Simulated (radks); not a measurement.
Removal energies from the rubidium ion Rb3+, [Ar] 3d10 4s2 4p4, by Delta-SCF beside the eigenvalue of the level emptied. All-electron calculation, non-relativistic Kohn-Sham, PBE, spin-polarised, spherical densities, point nucleus. Program: a radial shooting solver on a logarithmic mesh with Libxc functionals. Open shells are filled with parallel spins first.

\begin{tabular}{lrrr}
removed from & final configuration & Delta-SCF (eV) & -eigenvalue (eV) \\ \hline
4p & [Ar] 3d10 4s2 4p3 & 51.609 & 45.344 \\
4s & [Ar] 3d10 4s1 4p4 & 68.241 & 61.346 \\
3d & [Ar] 3d9 4s2 4p4 & 156.90 & 141.35 \\
3p & [Ne] 3s2 3p5 3d10 4s2 4p4 & 273.02 & 257.65 \\
\end{tabular}
